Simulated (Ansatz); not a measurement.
**GeH3O+: structure from calculated spectroscopic constants**

These gas-phase data were calculated for one isomer of GeH3O+ at B3LYP/6-31G* (harmonic, unscaled wavenumbers; equilibrium rotational constants with average atomic masses):

- rotational constants: 111.2, 11.42, 10.35 GHz
- all wavenumbers above 1500 cm⁻¹: 3683, 2242, 2161

Candidates:

(1) `[OH][GeH2+]`, a singlet
(2) `[OH2+][GeH]`, a singlet

**Question.** Which candidate do the data belong to?

**Answer.** Candidate (1). 1 mode lies between 3300 and 4000 cm⁻¹, one for each O–H bond, while (2) has 2.

The same quantities for all candidates:

|  | rotational constants (GHz) | wavenumbers above 1500 cm⁻¹ | E above the lowest, B3LYP/6-31G* (kcal/mol) |
| --- | --- | --- | --- |
| (1) | 111.2, 11.42, 10.35 | 3683, 2242, 2161 | 12.9 |
| (2) | 132.1, 7.65, 7.231 | 3750, 3651, 1969, 1670 | 0.0 |

Each candidate is one conformer. Programs: Ansatz 0.2.0.
